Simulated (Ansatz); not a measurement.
Geometry optimisation, RKS B3LYP-D4/6-31G* in Ansatz.

The input (input.yaml):

```yaml
crystal:
  periodic: [false, false, false]
  atoms:
    - { symbol: C, position_ang: [-1.0112, 1.6815, 0.2372] }
    - { symbol: B, position_ang: [0.0976, 0.8971, 0.9301] }
    - { symbol: C, position_ang: [-0.0501, -0.6698, 1.1334] }
    - { symbol: Al, position_ang: [0.1605, -1.616, -0.6047] }
    - { symbol: "N", position_ang: [1.6195, -1.4064, -1.7381] }
    - { symbol: F, position_ang: [-1.2763, -2.6582, -1.1392] }
    - { symbol: H, position_ang: [-1.8659, 1.0546, -0.0594] }
    - { symbol: H, position_ang: [-0.6195, 2.2386, -0.6891] }
    - { symbol: H, position_ang: [-1.4364, 2.514, 0.9689] }
    - { symbol: H, position_ang: [1.058, 1.4723, 1.3534] }
    - { symbol: H, position_ang: [0.8156, -1.0165, 1.8015] }
    - { symbol: H, position_ang: [-0.9557, -0.9015, 1.6714] }
    - { symbol: H, position_ang: [2.1937, -0.6876, -1.2558] }
    - { symbol: H, position_ang: [1.2572, -0.9314, -2.5808] }
basis:
  gaussian: { orbitals: "6-31G*" }
hamiltonian:
  xc: b3lyp
  dispersion: d4
relax:
  f_tol: 0.015
  max_steps: 40
```

Command:

```bash
$ ansatz run input.yaml --threads 2 --pin off --max-ram 3072MiB --backend cpu --events-out ev --progress --plain --runs-dir out
```

Problem. Where does it end, and by what steps?

Solution. The forces met the threshold. The force dipped under the threshold on the way, but the program's further checks kept it going. After 28 steps the energy has fallen by 1.198 eV; H14 moved furthest, 1.15 Å.

```
step  energy less start (eV)  largest force component (eV/Å)  accepted
   0                  0.0000                           2.852       yes
   1                 -0.7137                           1.679       yes
   2                 -0.9468                           1.876       yes
   3                 -1.0879                           0.644       yes
   4                 -1.1393                           0.597       yes
   5                 -1.1782                           0.322       yes
   6                 -1.1883                           0.118       yes
   7                 -1.1920                           0.138       yes
   8                 -1.1927                           0.194       yes
   9                 -1.1942                           0.032       yes
  10                 -1.1947                           0.045       yes
  11                 -1.1952                           0.041       yes
  12                 -1.1956                           0.043       yes
  13                 -1.1959                           0.047       yes
  14                 -1.1963                           0.060       yes
  15                 -1.1965                           0.074       yes
  16                 -1.1966                           0.125       yes
  17                 -1.1970                           0.108       yes
  18                 -1.1973                           0.066       yes
  19                 -1.1976                           0.038       yes
  20                 -1.1979                           0.009       yes
  21                 -1.1980                           0.079       yes
  22                 -1.1981                           0.036       yes
  23                 -1.1982                           0.014       yes
  24                 -1.1983                           0.033       yes
  25                 -1.1979                           0.098        no
  26                 -1.1983                           0.026       yes
  27                 -1.1983                           0.042        no
  28                 -1.1984                           0.013       yes
```

```xyz
14
Properties=species:S:1:pos:R:3
C -1.314 1.760 0.500
B 0.009 0.957 0.795
C 0.035 -0.551 1.080
Al 0.168 -1.332 -0.722
N 1.707 -1.515 -1.578
F -1.207 -1.865 -1.488
H -2.227 1.153 0.468
H -1.242 2.332 -0.435
H -1.446 2.520 1.287
H 1.057 1.549 0.730
H 0.919 -0.922 1.613
H -0.890 -0.975 1.491
H 2.602 -1.212 -1.215
H 1.817 -1.928 -2.496
```

Whether the end is a true minimum wasn't checked by a vibrational analysis.

Time of the run: 65 s on 2 threads of Intel(R) Xeon(R) 6975P-C (Granite Rapids), on a shared host, peak memory 0.27 GiB.
